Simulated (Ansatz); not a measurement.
```yaml
crystal:
  periodic: [false, false, false]
  atoms:
    - {symbol: C, position_ang: [0.340125, -1.447990, -0.153245]}
    - {symbol: B, position_ang: [0.372467, 0.104922, -0.189830]}
    - {symbol: Cl, position_ang: [1.731502, 0.932388, -0.965096]}
    - {symbol: N, position_ang: [-0.660342, 0.899520, 0.363913]}
    - {symbol: C, position_ang: [-1.112362, 1.989161, 0.589466]}
    - {symbol: O, position_ang: [-1.620347, 2.998397, 0.848203]}
    - {symbol: H, position_ang: [0.221822, -1.831172, -1.173383]}
    - {symbol: H, position_ang: [-0.474522, -1.839304, 0.456468]}
    - {symbol: H, position_ang: [1.290158, -1.852222, 0.206405]}
basis:
  gaussian: {orbitals: cc-pVDZ}
magnetization: {spin_polarized: true, initial_magnetization: 6}
hamiltonian: {xc: {name: wB97X}}
output: {forces: true}
```

```sh
$ ansatz run in.yaml --threads 4 --pin off --events-out ev --progress --plain --max-ram 10444MiB
```

Output, abridged:

```
Functional definition: wB97X
984 factors; integrals over basis functions are off by at most 1.2e-3 eV
278 factors; integrals over basis functions are off by at most 6.4e-6 eV
mean field evaluation 1: about -18822.2233 eV, gradient 4.7e1 eV
mean field evaluation 2: about -18769.8473 eV, gradient 9.9e1 eV
mean field evaluation 4: about -18837.1461 eV, gradient 1.1e1 eV
mean field evaluation 8: about -18838.1273 eV, gradient 9.8e-1 eV
mean field evaluation 16: about -18838.4389 eV, gradient 1.5e-1 eV
mean field evaluation 32: about -18838.4422 eV, gradient 2.0e-3 eV
mean field -18838.44221553 eV, -692.2999822659 hartree, gradient 2.2e-6 eV, S^2 12.019067; 6 other end points of the search recorded, 0 dependent functions left out
reference -18838.44219735 eV, -692.2999815977 hartree; 29, 23 occupied and 74, 80 virtual orbitals, 984 factors
Total energy: -18838.44219735 eV, -692.2999815977 hartree
Atom 0 at     0.340125    -1.447990    -0.153245 Å, force     1.150310    -2.230850    -0.981471 eV/Å
Atom 1 at     0.372467     0.104922    -0.189830 Å, force     0.916759    -0.133607    -0.148076 eV/Å
Atom 2 at     1.731502     0.932388    -0.965096 Å, force     1.216879     0.296389    -0.698612 eV/Å
Atom 3 at    -0.660342     0.899520     0.363913 Å, force     1.936530   -12.632785    -0.924336 eV/Å
Atom 4 at    -1.112362     1.989161     0.589466 Å, force     2.591344     1.849942    -1.382410 eV/Å
Atom 5 at    -1.620347     2.998397     0.848203 Å, force    -7.540837    12.934547     3.837858 eV/Å
Atom 6 at     0.221822    -1.831172    -1.173383 Å, force    -0.171737    -0.337916    -0.372224 eV/Å
Atom 7 at    -0.474522    -1.839304     0.456468 Å, force    -0.359790     0.531842     0.401947 eV/Å
Atom 8 at     1.290158    -1.852222     0.206405 Å, force     0.260544    -0.277562     0.267324 eV/Å
Dipole moment:     0.560116    -0.714115    -0.320612 e Å
```

In this input the spin is set far too high for this molecule. Self-consistency was reached. The result belongs to that input, not to the molecule as meant.
